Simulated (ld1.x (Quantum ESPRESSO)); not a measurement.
Building the PAW potential for molybdenum (PBE, scalar-relativistic).

ld1.x (Quantum ESPRESSO) 7.5 was run on this input:

```
&input
   title='Mo', zed=42., rel=1, dft='PBE', iswitch=3,
   config='[Kr] 4d4 4f-2 5s0 5p0',
   nld=4, rlderiv=4.00, eminld=-4.0, emaxld=5.0, deld=0.02
 /
 &inputp
   pseudotype=3, lpaw=.true., tm=.true., lloc=-1, rcloc=3.25,
   nlcc=.false.,
   which_augfun='BESSEL', rmatch_augfun=1.85,
   file_pseudopw='Mo.UPF', file_wfcaegen='ae.wfc', file_wfcncgen='nc.wfc', file_beta='beta', file_chi='chi', file_wfcusgen='us.wfc'
 /
8
5S  1  0   0.00   0.00  1.90  2.60  0.0
5S  1  0   0.00  -0.70  1.90  2.60  0.0
5P  2  1   0.00   0.00  2.70  3.45  0.0
5P  2  1   0.00  -0.20  2.70  3.45  0.0
4D  3  2   4.00   0.00  2.15  2.40  0.0
4D  3  2   0.00  -0.70  2.15  2.40  0.0
4F  4  3  -2.00  -0.10  2.80  3.70  0.0
4F  4  3  -2.00   1.35  2.80  3.70  0.0
 &test
   configts(1)='4d4 5s0 5p0'
 /
```

Command:

```bash
ld1.x < Mo.in > Mo.out
```

Resulting log (shortened: banner, matrices, multipoles, cross overlaps and the repeated all-electron block are left out):

```
Program LD1 v.7.5
     --------------------------- All-electron run ----------------------------

     Mo
     scalar relativistic calculation

     atomic number is 42.00
     dft =PBE   lsd =0 sic =0 latt =0  beta=0.20 tr2=1.0E-14
     Exchange-correlation= PBE
                           (   1   4   3   4   0   0   0)
     mesh =1229 r(mesh) = 100.71859 a.u. xmin = -7.00 dx = 0.01250
     1 Ry =  13.60569312 eV, c = 137.03599908

     n l     nl                  e(Ry)          e(Ha)          e(eV)
     1 0     1S 1( 2.00)     -1458.3103      -729.1551    -19841.3217
     2 0     2S 1( 2.00)      -207.1396      -103.5698     -2818.2777
     2 1     2P 1( 6.00)      -185.3204       -92.6602     -2521.4128
     3 0     3S 1( 2.00)       -36.3926       -18.1963      -495.1468
     3 1     3P 1( 6.00)       -29.2420       -14.6210      -397.8575
     4 0     4S 1( 2.00)        -6.0823        -3.0411       -82.7536
     4 1     4P 1( 6.00)        -4.1711        -2.0855       -56.7504
     3 2     3D 1(10.00)       -17.6100        -8.8050      -239.5959
     4 2     4D 1( 4.00)        -1.5307        -0.7654       -20.8268
     5 0     5S 1( 0.00)        -1.3012        -0.6506       -17.7032
     5 1     5P 1( 0.00)        -0.9326        -0.4663       -12.6891

     final scf error:  3.6E-15 reached in  20 iterations

     Etot =   -8095.600994 Ry,   -4047.800497 Ha, -110146.262765 eV

     Ekin =    8347.385438 Ry,    4173.692719 Ha,  113571.964653 eV
     Encl =  -19456.760280 Ry,   -9728.380140 Ha, -264722.709543 eV
     Eh   =    3259.717197 Ry,    1629.858598 Ha,   44350.711844 eV
     Exc  =    -245.943348 Ry,    -122.971674 Ha,   -3346.229719 eV

     normalization and overlap integrals

     s(1S/1S) =  1.000000  <r> =   0.0352  <r2> =    0.0017  r(max) =   0.0229
     s(2S/2S) =  1.000000  <r> =   0.1537  <r2> =    0.0279  r(max) =   0.1303
     s(2P/2P) =  1.000000  <r> =   0.1340  <r2> =    0.0219  r(max) =   0.1041
     s(3S/3S) =  1.000000  <r> =   0.4289  <r2> =    0.2107  r(max) =   0.3819
     s(3P/3P) =  1.000000  <r> =   0.4306  <r2> =    0.2158  r(max) =   0.3771
     s(4S/4S) =  1.000000  <r> =   1.1039  <r2> =    1.3807  r(max) =   0.9874
     s(4P/4P) =  1.000000  <r> =   1.2273  <r2> =    1.7244  r(max) =   1.0643
     s(3D/3D) =  1.000000  <r> =   0.4152  <r2> =    0.2074  r(max) =   0.3246
     s(4D/4D) =  1.000000  <r> =   1.7260  <r2> =    3.5558  r(max) =   1.3496
     s(5S/5S) =  1.000000  <r> =   2.9399  <r2> =    9.7052  r(max) =   2.6178
     s(5P/5P) =  1.000000  <r> =   3.5242  <r2> =   13.9584  r(max) =   3.1184

     ------------------------ End of All-electron run ------------------------

     --------------------- Generating PAW atomic setup --------------------

      Generating local potential from pseudized AE potential:
      Matching radius rcloc =   3.2500

      Local pseudo, rcloc= 3.278 Estimated cut-off energy=     2.11 Ry

      Computing core charge for PAW:

       r > 1.47 : true rho core
       r < 1.47 : rho core = a sin(br)/r    a=   6.37  b=   1.75

      Integrated core pseudo-charge :   7.50
      Wfc-us  5S rcutus= 2.618  Estimated cut-off energy=     6.48 Ry
      Wfc-us  5S rcutus= 2.618  Estimated cut-off energy=     7.37 Ry
      Wfc-us  5P rcutus= 3.446  Estimated cut-off energy=     6.46 Ry
      Wfc-us  5P rcutus= 3.446  Estimated cut-off energy=     8.34 Ry
      Wfc-us  4D rcutus= 2.429  Estimated cut-off energy=    20.00 Ry
      Wfc-us  4D rcutus= 2.429  Estimated cut-off energy=    31.41 Ry
      Wfc-us  4F rcutus= 3.715  Estimated cut-off energy=    11.02 Ry
      Wfc-us  4F rcutus= 3.715  Estimated cut-off energy=     9.84 Ry

     Required augmentation: BESSEL   radius:    1.850000
     Suggested rho cutoff for augmentation:  44.31 Ry

     Estimated PAW energy = -254.600452 Ryd

     ------------------- End of pseudopotential generation -------------------

     Computing logarithmic derivative in   3.97928
     Computing logarithmic derivative in   3.97928
     Computing the partial wave expansion
     R is outside the sphere for l=    0 j= 0.00
     R is outside the sphere for l=    0 j= 0.00
     R is outside the sphere for l=    1 j= 0.00
     R is outside the sphere for l=    1 j= 0.00
     R is outside the sphere for l=    2 j= 0.00
     R is outside the sphere for l=    2 j= 0.00
     R is outside the sphere for l=    3 j= 0.00
     R is outside the sphere for l=    3 j= 0.00

     ---------------------- Testing the pseudopotential ----------------------

     Mo
     scalar relativistic calculation

     atomic number is 42.00   valence charge is  6.00
     dft = SLA  PW   PBX  PBC   lsd =0 sic =0 latt =0  beta=0.20 tr2=1.0E-14
     mesh =1229 r(mesh) = 100.71859 xmin = -7.00 dx = 0.01250

     n l     nl             e AE (Ry)        e PS (Ry)    De AE-PS (Ry)
     3 2     4D   1( 4.00)       -1.53074       -1.53074        0.00000
     1 0     5S   1( 0.00)       -1.30116       -1.30117        0.00000
     2 1     5P   1( 0.00)       -0.93263       -0.93264        0.00000

     eps = 5.5E-15  iter =  3

     Etot =   -8095.600994 Ry,   -4047.800497 Ha, -110146.262765 eV
     Etotps =  -254.600453 Ry,    -127.300227 Ha,   -3464.015633 eV

     Ekin =      38.034998 Ry,      19.017499 Ha,     517.492515 eV
     Encl =     -55.109094 Ry,     -27.554547 Ha,    -749.797417 eV
     Ehrt =       8.416977 Ry,       4.208489 Ha,     114.518812 eV
     Ecxc =    -245.943335 Ry,    -122.971668 Ha,   -3346.229543 eV

     ---------------------- End of pseudopotential test ----------------------
```

Generation and configuration tests took about 2.9 s on one core of a shared server CPU.

Transferability test of the new file with ld1.x, input:

```
&input
   title='Mo', zed=42., rel=1, dft='PBE', iswitch=2,
   config='[Kr] 4d4 4f-2 5s0 5p0'
 /
 &test
   file_pseudo='Mo.UPF', nconf=8,
   configts(1)='4d4 5s0 5p0',
   configts(2)='4d5 5s1 5p0',
   configts(3)='4d5 5s0 5p0',
   configts(4)='4d3 5s0 5p0',
   configts(5)='4d5 5s0 5p1',
   configts(6)='4d5.5 5s0.5 5p0',
   configts(7)='4d4 5s1 5p0',
   configts(8)='4d4 5s2 5p0'
 /
```

```bash
ld1.x < Mo.test.in > Mo.test.out
```

Pseudopotential blocks of its output, shortened (energy terms left out; the distinct warnings before each block abridged to one line each):

```
     ---------------------- Testing the pseudopotential ----------------------

     n l     nl             e AE (Ry)        e PS (Ry)    De AE-PS (Ry)
     3 2     4D   1( 4.00)       -1.53074       -1.53074        0.00000
     1 0     5S   1( 0.00)       -1.30116       -1.30117        0.00000
     2 1     5P   1( 0.00)       -0.93263       -0.93264        0.00000

     eps = 5.5E-15  iter =  3

     Etot =   -8095.600994 Ry,   -4047.800497 Ha, -110146.262764 eV
     Etotps =  -254.600453 Ry,    -127.300227 Ha,   -3464.015633 eV

     ---------------------- End of pseudopotential test ----------------------

          Warning: n=3, l=2 expected 0 nodes, found 1
     ---------------------- Testing the pseudopotential ----------------------

     n l     nl             e AE (Ry)        e PS (Ry)    De AE-PS (Ry)
     3 2     4D   1( 5.00)       -0.27582       -0.27070       -0.00512  !
     1 0     5S   1( 1.00)       -0.30034       -0.30717        0.00683  !
     2 1     5P   1( 0.00)       -0.07669       -0.07950        0.00281

     eps = 5.8E-15  iter = 22

     Etot =   -8097.243804 Ry,   -4048.621902 Ha, -110168.614337 eV
     Etotps =  -256.241501 Ry,    -128.120750 Ha,   -3486.343222 eV
     dEtot_ae =      -1.642810 Ry
     dEtot_ps =      -1.641048 Ry,   Delta E=      -0.001763 Ry

     ---------------------- End of pseudopotential test ----------------------

          ---------------------- Testing the pseudopotential ----------------------

     n l     nl             e AE (Ry)        e PS (Ry)    De AE-PS (Ry)
     3 2     4D   1( 5.00)       -0.76541       -0.75466       -0.01074  !
     1 0     5S   1( 0.00)       -0.72238       -0.72526        0.00288
     2 1     5P   1( 0.00)       -0.43422       -0.43534        0.00112

     eps = 8.6E-15  iter = 11

     Etot =   -8096.737397 Ry,   -4048.368698 Ha, -110161.724320 eV
     Etotps =  -255.729334 Ry,    -127.864667 Ha,   -3479.374835 eV
     dEtot_ae =      -1.136403 Ry
     dEtot_ps =      -1.128880 Ry,   Delta E=      -0.007523 Ry

     ---------------------- End of pseudopotential test ----------------------

          ---------------------- Testing the pseudopotential ----------------------

     n l     nl             e AE (Ry)        e PS (Ry)    De AE-PS (Ry)
     3 2     4D   1( 3.00)       -2.41857       -2.45317        0.03460  !
     1 0     5S   1( 0.00)       -1.96231       -1.96921        0.00690  !
     2 1     5P   1( 0.00)       -1.51918       -1.53420        0.01502  !

     eps = 7.6E-15  iter = 22

     Etot =   -8093.635334 Ry,   -4046.817667 Ha, -110119.518600 eV
     Etotps =  -252.619334 Ry,    -126.309667 Ha,   -3437.061135 eV
     dEtot_ae =       1.965660 Ry
     dEtot_ps =       1.981119 Ry,   Delta E=      -0.015459 Ry

     ---------------------- End of pseudopotential test ----------------------

          ---------------------- Testing the pseudopotential ----------------------

     n l     nl             e AE (Ry)        e PS (Ry)    De AE-PS (Ry)
     3 2     4D   1( 5.00)       -0.36978       -0.36177       -0.00801  !
     1 0     5S   1( 0.00)       -0.36632       -0.37164        0.00532  !
     2 1     5P   1( 1.00)       -0.12816       -0.12976        0.00160

     eps = 1.9E-15  iter = 13

     Etot =   -8097.013001 Ry,   -4048.506501 Ha, -110165.474109 eV
     Etotps =  -256.006751 Ry,    -128.003375 Ha,   -3483.149289 eV
     dEtot_ae =      -1.412008 Ry
     dEtot_ps =      -1.406298 Ry,   Delta E=      -0.005710 Ry

     ---------------------- End of pseudopotential test ----------------------

          ---------------------- Testing the pseudopotential ----------------------

     n l     nl             e AE (Ry)        e PS (Ry)    De AE-PS (Ry)
     3 2     4D   1( 5.50)       -0.21805       -0.21404       -0.00402
     1 0     5S   1( 0.50)       -0.27516       -0.28386        0.00869  !
     2 1     5P   1( 0.00)       -0.06482       -0.06851        0.00369

     eps = 2.9E-15  iter = 18

     Etot =   -8097.223237 Ry,   -4048.611618 Ha, -110168.334509 eV
     Etotps =  -256.214649 Ry,    -128.107325 Ha,   -3485.977893 eV
     dEtot_ae =      -1.622243 Ry
     dEtot_ps =      -1.614196 Ry,   Delta E=      -0.008047 Ry

     ---------------------- End of pseudopotential test ----------------------

          ---------------------- Testing the pseudopotential ----------------------

     n l     nl             e AE (Ry)        e PS (Ry)    De AE-PS (Ry)
     3 2     4D   1( 4.00)       -0.93829       -0.93681       -0.00148
     1 0     5S   1( 1.00)       -0.80656       -0.81150        0.00494
     2 1     5P   1( 0.00)       -0.49297       -0.49662        0.00365

     eps = 4.1E-15  iter = 18

     Etot =   -8096.651146 Ry,   -4048.325573 Ha, -110160.550817 eV
     Etotps =  -255.653481 Ry,    -127.826741 Ha,   -3478.342811 eV
     dEtot_ae =      -1.050153 Ry
     dEtot_ps =      -1.053028 Ry,   Delta E=       0.002876 Ry

     ---------------------- End of pseudopotential test ----------------------
```

The test run then stopped with an error in new_paw_hamiltonian: “negative rho”.
